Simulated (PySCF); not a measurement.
**Correlation energy of Dy⁻ (dysprosium, charge -1)**

[Xe] 4f10 6s2 6p1, one real determinant. Computed with PySCF 2.14 in x2c-TZVPPall with one added diffuse shell each of s, p, d, f type (12s8p8d5f2g, 129 functions), with scalar relativity by spin-free X2C-1e. Frozen: [Kr] 4d10; 21 electrons correlated.

MP2 pair energies summed by pair of shells (mhartree):

```tsv
pair	energy	share (%)
4f-4f	-340.28	41.4
4f-5p	-211.16	25.7
5p-5p	-120.49	14.6
4f-5s	-46.46	5.6
5s-5p	-32.07	3.9
5p-6s	-25.81	3.1
4f-6s	-14.15	1.7
6s-6s	-14.04	1.7
6s-6p	-7.34	0.9
5s-5s	-6.04	0.7
5p-6p	-2.08	0.3
5s-6s	-1.29	0.2
4f-6p	-1.14	0.1
5s-6p	-0.12	0.0
```

Total MP2 correlation energy: -822.48 mhartree.

Same-spin part -321.29 and opposite-spin part -501.19 mhartree; SCS-MP2 scales them by 1/3 and 6/5 to -708.53 mhartree.

The reference is one real determinant that mixes LS terms of this configuration.

The Hartree-Fock reference does not bind the outermost electron (its level is positive or very diffuse), so these energies belong to a reference that the basis holds together.
